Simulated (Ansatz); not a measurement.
The cluster GaP2. The state is a doublet with charge 0. Geometry PBE0-D4/def2-TZVP.

```xyz
3

Ga    0.7571    0.4059   -1.3665
P    -1.2174   -0.3079    0.1871
P     0.4603   -0.0980    1.1794
```

The 6-31G sets use Cartesian d functions. B3LYP takes the VWN-RPA correlation. The structure comes from a short search, and lower isomers may exist.

(1) Estimate the α-spin orbital energies around the gap (eV) in Ansatz with PBE-D4/def2-TZVP, r2SCAN-D4/def2-TZVP, B3LYP-D4/6-31G, B3LYP-D4/def2-TZVP, PBE0-D4/def2-TZVP.

## Answers

(1) 
```
orbital  PBE-D4/def2-TZVP  r2SCAN-D4/def2-TZVP  B3LYP-D4/6-31G  B3LYP-D4/def2-TZVP  PBE0-D4/def2-TZVP
 HOMO−9            -19.73               -20.30          -20.80              -22.56             -23.16
 HOMO−8            -19.72               -20.29          -20.78              -22.55             -23.14
 HOMO−7            -19.71               -20.28          -20.78              -22.54             -23.14
 HOMO−6            -16.90               -17.71          -19.75              -18.59             -19.10
 HOMO−5            -11.70               -12.23          -13.04              -12.97             -13.35
 HOMO−4             -9.78               -10.22          -11.09              -10.81             -11.14
 HOMO−3             -7.17                -7.47           -8.16               -8.00              -8.28
 HOMO−2             -7.11                -7.45           -7.99               -7.80              -8.11
 HOMO−1             -6.04                -6.27           -6.90               -6.76              -6.94
   HOMO             -4.81                -5.15           -5.54               -5.45              -5.75
   LUMO             -3.54                -3.54           -3.01               -2.85              -2.75
 LUMO+1             -2.43                -2.30           -2.00               -1.88              -1.71
 LUMO+2             -1.14                -1.03           -0.78               -0.65              -0.52
 LUMO+3             -0.66                -0.34           -0.17               -0.12               0.06
 LUMO+4              0.40                 0.78            1.31                1.05               1.24
 LUMO+5              2.65                 3.10            2.06                3.31               3.46
 β HOMO             -5.77                -5.99           -6.53               -6.42              -6.57
 β LUMO             -4.01                -3.88           -3.60               -3.42              -3.24
```
